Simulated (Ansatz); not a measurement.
A structure relaxed at PBE0/def2-SVP in Ansatz, charge 1, doublet:

```xyz
8

Na   -1.043    0.450    0.468
Na    2.315    1.536    0.899
Na    0.367    2.931   -1.702
Na    1.228   -0.645   -1.895
Na   -2.098    0.297   -2.827
Na    1.333   -1.963    1.471
K    -0.230    0.727    4.281
K    -1.873   -3.333   -0.694
```

(1) Give its formula.

(2) Summarise the bond lengths by kind (pairs closer than 1.2 times the sum of covalent radii, bridged metal pairs left out).

Results:

(1) the cluster K₂Na₆⁺.

(2) 12 × Na–Na 3.46 to 3.78 Å; 7 × K–Na 3.91 to 4.31 Å.

The structure comes from a short search, and lower isomers may exist.
